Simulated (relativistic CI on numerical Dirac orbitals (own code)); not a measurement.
Forbidden lines of Ho XXII

Calculated at this level of theory: Dirac-Coulomb-Breit CI, KLI orbitals optimised for each configuration, model QED (radiative potential, 1s self-energy scaled to tabulated hydrogen-like ionisation energies), unscaled Slater integrals (own radial code, finite nucleus).

CI space (outside the closed core [Ar] 3d10): 4s2.4p6.4d10, 4s2.4p6.4d9.4f, 4s2.4p5.4d10.4f, 4s2.4p6.4d9.5s, 4s.4p6.4d10.4f, 4s2.4p6.4d9.5p, 4s2.4p6.4d9.5d, 4s2.4p5.4d10.5s, 4s2.4p6.4d9.5f, 4s2.4p6.4d9.6s, 4s2.4p5.4d10.5p, 4s2.4p6.4d9.6p, 4s2.4p6.4d9.5g, 4s2.4p6.4d9.6d, 4s2.4p5.4d10.5d, 4s.4p6.4d10.5s, 4s2.4p6.4d9.6f, 4s2.4p6.4d9.7s, 4p6.4d10.4f2, 4p6.4d9.4f3, 4p5.4d10.4f3, 4p6.4d9.4f2.5s, 4p6.4d9.4f2.5p, 4p6.4d9.4f2.5d. Double excitations out of closed p, d and f shells are left out; levels of such configurations are missing from the list, as are those of other unlisted configurations, and high levels can miss mixing partners. These lack a partner that the ground configuration has and come out too high: 4s2.4p5.4d10.5s, 4s2.4p6.4d9.5f, 4s2.4p6.4d9.6s, 4s2.4p5.4d10.5p, 4s2.4p6.4d9.6p.

```csv
λ vac (Å),Lower,Upper,Type,A (s⁻¹),log gf
52.265,4s2.4p6.4d10 1S_0 [1],4s2.4p6.4d9.5s 3D_2 [25],E2,3.92e+07,-4.10
54.284,4s2.4p6.4d10 1S_0 [1],4s2.4p6.4d9.5s 1D_2 [23],E2,3.84e+07,-4.07
70.557,4s2.4p6.4d10 1S_0 [1],4s2.4p6.4d9.4f 1F°_3 [20],E3,4.84e+02,-8.60
72.469,4s2.4p6.4d10 1S_0 [1],4s2.4p6.4d9.4f 3F°_2 [16],M2,5.10e+03,-7.70
73.255,4s2.4p6.4d10 1S_0 [1],4s2.4p6.4d9.4f 1D°_2 [15],M2,1.45e+03,-8.23
76.291,4s2.4p6.4d10 1S_0 [1],4s2.4p6.4d9.4f 3F°_2 [7],M2,1.19e+04,-7.28
78.128,4s2.4p6.4d10 1S_0 [1],4s2.4p6.4d9.4f 3P°_2 [4],M2,1.76e+04,-7.09
728.16,4s2.4p6.4d9.4f 3P°_2 [4],4s2.4p6.4d9.4f 1F°_3 [20],M1,7.21e+02,-6.40
929.51,4s2.4p6.4d9.4f 3P°_1 [3],4s2.4p6.4d9.4f 1D°_2 [15],M1,9.93e+02,-6.19
946.89,4s2.4p6.4d9.4f 3F°_3 [8],4s2.4p6.4d9.4f 1F°_3 [20],M1,2.15e+03,-5.69
996.00,4s2.4p6.4d9.4f 3G°_4 [9],4s2.4p6.4d9.4f 1F°_3 [20],M1,3.32e+03,-5.46
1088.0,4s2.4p6.4d9.4f 3H°_6 [6],4s2.4p6.4d9.4f 1H°_5 [17],M1,5.94e+03,-4.94
1174.5,4s2.4p6.4d9.4f 3P°_2 [4],4s2.4p6.4d9.4f 1D°_2 [15],M1,2.60e+03,-5.57
1191.3,4s2.4p6.4d9.4f 3F°_4 [10],4s2.4p6.4d9.4f 3G°_4 [19],M1,2.10e+03,-5.40
1215.6,4s2.4p6.4d9.4f 3G°_4 [9],4s2.4p6.4d9.4f 3G°_3 [18],M1,1.01e+03,-5.81
1367.7,4s2.4p6.4d9.4f 3F°_4 [10],4s2.4p6.4d9.4f 3G°_3 [18],M1,1.80e+03,-5.45
1389.4,4s2.4p6.4d9.4f 3H°_5 [5],4s2.4p6.4d9.4f 3H°_4 [14],M1,3.63e+03,-5.02
1397.5,4s2.4p6.4d9.4f 3G°_5 [11],4s2.4p6.4d9.4f 3G°_4 [19],M1,3.13e+03,-5.08
1446.8,4s2.4p6.4d9.4f 3F°_2 [7],4s2.4p6.4d9.4f 3F°_2 [16],M1,2.34e+03,-5.44
1847.2,4s2.4p6.4d9.4f 3D°_3 [13],4s2.4p6.4d9.4f 3G°_3 [18],M1,1.51e+03,-5.27
```

Terms are leading LS components. Brackets give the number of a level in order of energy, since labels repeat. The list gives strong lines, with weight on those to low levels, among the lowest 197 of 2670 levels, so that lines to higher ones, which can be the strongest, are missing. Levels whose partners in the same complex of configurations lie outside the list can be far off, and so can their lines. Rates are taken at the computed energies, electric ones in the length gauge.

At this charge energies of transitions that change n are usually good to better than 1 %, and those within a shell (Δn = 0) to a few per cent.

LS names give the leading component of a level, which can be under half, so a name can repeat, a term be missing and a line seem to break the LS rules.
